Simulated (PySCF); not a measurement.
# Induced dipoles and field energies

C2H11GeNSi.
Structure used (GFN2-xTB), in Å, numbered top down from 1:
```
atom  x, y, z in Å
C1     1.8857    0.1908    0.1661
C2     0.6253    0.1737    1.0233
N3    -0.5915    0.0087    0.2516
Si4   -1.2660    1.3921   -0.5421
Ge5   -0.9527   -1.6755   -0.3612
H6     1.9636   -0.7416   -0.3942
H7     2.7685    0.2988    0.7920
H8     1.8467    1.0182   -0.5389
H9     0.6949   -0.6544    1.7402
H10    0.5586    1.1071    1.5903
H11   -1.1520    2.4887    0.4213
H12   -0.5765    1.7647   -1.7895
H13   -2.6521    1.0379   -0.8421
H14   -2.4240   -1.7609   -0.5980
H15   -0.2397   -2.0215   -1.6440
H16   -0.4963   -2.6180    0.7136
```

Level: PBE0/def2-SVPD (PySCF); nuclei fixed, core orbitals frozen in the response. Permanent dipole (0.662, -0.250, 0.252) D (1 au = 2.5417 D). Static polarisability (au):

```
x   89.90  0.28  5.48
y    0.28 93.99  0.30
z    5.48  0.30 81.25
```

Only the terms in μ and α are kept: μ(F) = μ + αF and ΔE = −μ·F − ½ F·αF.

(1) Apply 0.005 au along ±x, ±y and ±z in turn. Tabulate induced and total dipoles and both energy terms.

(2) For the field (-0.0025, -0.0020, 0.0050) au, what is the induced dipole, and what angle does it make with the field?

(3) At what field along the permanent dipole would the induced dipole along it equal the permanent one, in this linear picture?

(4) What field makes μF equal to kT at 400 K?

(5) A unit point charge sits 20 Å away. Estimate the induction energy −αe²/2R⁴ with the mean polarisability, treating the molecule as a point.

## Answers

(1) 
```tsv
field along	induced x (D)	induced y (D)	induced z (D)	total size (D)	−μ·F (kJ/mol)	−½F·αF (kJ/mol)
+x	1.143	0.004	0.070	1.849	-3.419	-2.950
−x	-1.143	-0.004	-0.070	0.573	+3.419	-2.950
+y	0.004	1.194	0.004	1.183	+1.291	-3.085
−y	-0.004	-1.194	-0.004	1.607	-1.291	-3.085
+z	0.070	0.004	1.033	1.499	-1.302	-2.667
−z	-0.070	-0.004	-1.033	1.012	+1.302	-2.667
```

(2) αF = (-0.503, -0.476, 0.996) D, at 3.4° to the field. The polarisability along this direction, F·αF/F², is 80.25 au, against a mean of 88.38 au.

(3) The polarisability along the dipole is 92.39 au, so F = 0.2955 au / 92.39 au = 0.0032 au = 0.16 V/Å; higher-order terms are ignored.

(4) kT = 1.2667 × 10⁻³ Eh, so F = 0.00429 au = 22 MV/cm.

(5) R = 37.79 bohr, so the energy is −88.4/(2 × 37.79⁴) Eh = -0.0569 kJ/mol. The charge–dipole term at its most favourable orientation, −μe/R², is -0.543 kJ/mol.

One conformer (not necessarily the lowest) at the GFN2-xTB geometry, without solvent, vibrations or thermal averaging. The calculation is non-relativistic, for germanium too.

The run behind these numbers computed excited states as well. On one thread, Arm Neoverse V2 (aarch64), no GPU, shared host, this took 35 s wall and 0.87 GiB of memory at its peak.
